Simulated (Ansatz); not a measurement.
C₃H₇AlGe, SMILES `[AlH2][GeH]1[CH]=C[CH2]1`. The species carries charge 0 and has multiplicity 1. Correlated methods include outer-core shells of Ge, which these sets cover unevenly. Scalar relativity is left out up to krypton.

```xyz
12

Al    1.5973   -1.2012    1.6869
Ge    0.6910    0.5429    0.1760
C     0.0757   -0.1000   -1.5728
C    -1.2042    0.1649   -1.2832
C    -1.2960    0.8004    0.0814
H     3.1244   -1.6343    1.6078
H     0.6342   -1.9510    2.7046
H     1.5041    1.8610    0.1311
H     0.4689   -0.5470   -2.4783
H    -2.0666   -0.0355   -1.9215
H    -1.6205    1.8435    0.0639
H    -1.9083    0.2563    0.8041
```

Task: Give the diagnostics of a CCSD(T)/def2-TZVPP run (frozen core, the Gaussian-basis code of Ansatz). (Estimate.)

Result: Ansatz gave: T1 = 0.0122, largest single amplitude 0.015, largest double 0.037, (T) share of the correlation energy 4.3 %, 9 CCSD cycles. The RHF solution is stable towards an unrestricted one. T1 lies under the customary mark of 0.02 for closed shells.
